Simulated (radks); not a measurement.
Problem. Radial electron density D(r) = 4 pi r^2 rho(r) of an atom or ion with 7 electrons. Calculated with a radial shooting solver on a logarithmic mesh with Libxc functionals: scalar-relativistic Kohn-Sham, LDA (Slater exchange, Perdew-Wang correlation), spin-polarised, spherical densities, finite nucleus; Fermi nuclear charge, rms radius of each element as measured or else 0.836 A^(1/3) + 0.57 fm.

r (bohr),D(r) (e/bohr),spin D(r)
0.003585,0.2680,-0.000128
0.003946,0.3212,-0.000152
0.004378,0.3902,-0.000182
0.004819,0.4666,-0.000215
0.005305,0.5572,-0.000252
0.005886,0.6742,-0.000298
0.006479,0.8026,-0.000345
0.007132,0.9539,-0.000396
0.007914,1.148,-0.000454
0.008711,1.359,-0.000508
0.009589,1.605,-0.000555
0.01064,1.917,-0.000592
0.01171,2.251,-0.000599
0.01289,2.637,-0.000563
0.01431,3.117,-0.000442
0.01575,3.624,-0.000212
0.01733,4.197,0.000190
0.01923,4.895,0.000918
0.02117,5.613,0.00199
0.0233,6.402,0.00361
0.02586,7.333,0.00628
0.02846,8.255,0.00992
0.03133,9.226,0.0152
0.03477,10.31,0.0234
0.03827,11.33,0.0342
0.04212,12.32,0.0493
0.04674,13.33,0.0722
0.05145,14.17,0.101
0.05664,14.87,0.141
0.06284,15.43,0.199
0.06917,15.71,0.271
0.07614,15.73,0.366
0.08449,15.46,0.500
0.093,14.92,0.659
0.1024,14.13,0.860
0.1136,13.05,1.13
0.125,11.92,1.44
0.1376,10.76,1.81
0.1527,9.588,2.27
0.1681,8.685,2.76
0.1851,8.047,3.30
0.2053,7.716,3.92
0.226,7.755,4.50
0.2488,8.088,5.06
0.2761,8.677,5.58
0.3039,9.299,5.95
0.3345,9.847,6.16
0.3712,10.20,6.17
0.4086,10.18,5.97
0.4497,9.766,5.55
0.499,8.887,4.91
0.5493,7.745,4.18
0.6046,6.403,3.39
0.6709,4.885,2.54
0.7385,3.566,1.83
0.8129,2.434,1.24
0.902,1.480,0.749
0.9929,0.8601,0.434
1.093,0.4575,0.231
1.213,0.2071,0.105
1.335,0.08922,0.0457
1.469,0.03423,0.0177
1.63,0.01051,0.00554
1.795,0.003053,0.00164

What is the nuclear charge?

Solution. Z = 14. The innermost maximum, from 1s, lies near gamma/Z bohr with gamma = sqrt(1 - (Z/c)^2) = 0.995, here 0.0711 bohr (found: 0.0732), and its height grows with Z. The density is that of the silicon ion Si7+ in [He] 2s2 2p3; the configuration itself is not fixed sharply by these data, and Z only to about a unit. D(r) has 2 maxima, at r = 0.0732, 0.386 bohr, and minima at 0.212 bohr, inside which lie 2.22 electrons.
